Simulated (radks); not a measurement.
Problem. These are the eigenvalues of the occupied orbitals of an atom or ion with whole-number occupations (hartree). All-electron calculation, scalar-relativistic Kohn-Sham, SCAN, spin-polarised, spherical densities, finite nucleus; meta-GGA in the generalised Kohn-Sham scheme; Fermi nuclear charge, rms radius of each element as measured or else 0.836 A^(1/3) + 0.57 fm. Program: a radial shooting solver on a logarithmic mesh with Libxc functionals.

| orbital | eigenvalue |
|---|---|
| 1s up | -2800.142 |
| 1s down | -2800.142 |
| 2s up | -490.8647 |
| 2s down | -490.8598 |
| 2p up | -426.3558 |
| 2p down | -426.3509 |
| 3s up | -115.2612 |
| 3s down | -115.2592 |
| 3p up | -96.28484 |
| 3p down | -96.28229 |
| 3d up | -75.34733 |
| 3d down | -75.34253 |
| 4s up | -24.81132 |
| 4s down | -24.80163 |
| 4p up | -18.55864 |
| 4p down | -18.54968 |
| 4d up | -10.84982 |
| 4d down | -10.83983 |
| 5s up | -3.70009 |
| 5s down | -3.60645 |
| 4f up | -2.31901 |
| 4f down | -2.30580 |
| 5p up | -2.09347 |
| 5p down | -1.99063 |
| 5d up | -0.29975 |
| 6s up | -0.25968 |
| 6s down | -0.23115 |
| 5d down | -0.22504 |

Which element is it, and in what charge state? The configuration may be excited. Open shells, if any, are filled with parallel spins first.

Solution. Z = 77, iridium, charge 0: Ir in [Xe] 4f14 5d7 6s2. The list shows which subshells hold electrons but not how many an open one holds; the 1s level, -2800.1 hartree, gives Z - s = 74.8 by -(Z - s)^2/2, which with screening and relativity narrows Z to a few neighbours, and the depths of the outer levels then fix element, charge and occupations together.
